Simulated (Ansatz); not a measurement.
Mulliken charges of C2H3AsO (`O=C1C[AsH]1`) from r2SCAN/def2-TZVPP in Ansatz (PBE0-D4/def2-TZVP geometry).

```json
{"atom": "O1", "x (Å)": "-0.433", "y (Å)": "-1.915", "z (Å)": "0.573", "charge (e)": "-0.217"}
{"atom": "C2", "x (Å)": "-0.346", "y (Å)": "-0.770", "z (Å)": "0.297", "charge (e)": "0.140"}
{"atom": "C3", "x (Å)": "0.457", "y (Å)": "0.419", "z (Å)": "0.457", "charge (e)": "-0.143"}
{"atom": "As4", "x (Å)": "-1.083", "y (Å)": "0.709", "z (Å)": "-0.854", "charge (e)": "0.028"}
{"atom": "H5", "x (Å)": "1.492", "y (Å)": "0.407", "z (Å)": "0.126", "charge (e)": "0.103"}
{"atom": "H6", "x (Å)": "0.279", "y (Å)": "0.980", "z (Å)": "1.371", "charge (e)": "0.106"}
{"atom": "H7", "x (Å)": "-0.304", "y (Å)": "0.102", "z (Å)": "-2.016", "charge (e)": "-0.017"}
```

Task: By hand: the dipole of these point charges (1 e Å = 4.8032 D).

Result: Σ q r = (0.138, 0.412, 0.021) e Å, of length 0.435 e Å = 2.09 D.

Task: How does the dipole of the full density compare? (Estimate.)

Result: The calculation gave: (0.243, 0.376, 0.007) e Å, 2.15 D; the point charges give 0.97 times that, at 14° from its direction.

Point charges leave out the atoms' own dipoles, such as those of lone pairs, and Mulliken's split depends on the basis, so the close match here is no proof of good charges.
